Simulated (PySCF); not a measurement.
Ionising RbSb

PBE0; basis Rb def2-SVP with ECP28, Sb def2-SVP with ECP28; scalar-relativistic core potentials; PySCF 2.14. Neutral (UKS): triplet (π ↑↑), Re = 3.489 Å, ωe = 109 cm⁻¹, De = 1.10 eV, HOMO -3.56 eV, LUMO -1.44 eV.

RbSb⁺ (UKS): quartet (σ ↑, π ↑↑), Re = 4.044 Å, ωe = 39.2 cm⁻¹, De = 0.13 eV to Rb⁺ + Sb. The energies at the minima are -264.33993 hartree for RbSb and -264.15006 for RbSb⁺.

Work out the adiabatic ionisation energy, without and with harmonic zero-point energies (1 hartree = 27.2114 eV, 1 eV = 8065.5 cm⁻¹), and the change of the bond length.

At PBE0: 0.18987 hartree = 5.167 eV between the minima; the zero-point term (39.2 − 109.0)/2 cm⁻¹ = -0.004 eV makes it 5.162 eV. Re changes by +55.5 pm against the neutral. The electron leaves a σ orbital, and the ion is left as a loose complex of an ion and an atom.

Weak bonds: RbSb⁺. Basis-set superposition, not corrected here, can be much of De in a small basis, most of all at correlated wavefunction levels. These are scalar-relativistic numbers at best; spin–orbit coupling would shift them, the dissociation energy most. For an ion De counts to the pair picked by the measured ionisation energies or electron affinities, which need not be the lowest pair at this level. States were picked by a PBE0 search and need not be the measured ground states.
